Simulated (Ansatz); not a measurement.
FH$_{3}$O$_{3}$Zr (`[OH][Zr]([OH])([OH])[F]`). The species carries charge 0 and has multiplicity 1. Correlated methods include outer-core shells of Zr, which these sets cover unevenly. Zr: def2 effective core potential.

```xyz
8

O     0.828   -0.429   -1.580
Zr   -0.331   -0.176   -0.071
O     0.445   -0.950    1.506
O    -0.674    1.693    0.202
F    -2.000   -1.058   -0.427
H     1.546   -0.596   -2.182
H     0.865   -1.130    2.341
H    -0.680    2.645    0.211
```

**Question.** Give the diagnostics of a CCSD(T)/def2-TZVPP run (frozen core, Ansatz). (Estimate.)

**Answer.** Ansatz gave: T1 = 0.0166, largest single amplitude 0.035, largest double 0.018, (T) share of the correlation energy 3.7 %, 9 CCSD cycles. The RHF solution is stable towards an unrestricted one. T1 lies under the customary mark of 0.02 for closed shells.
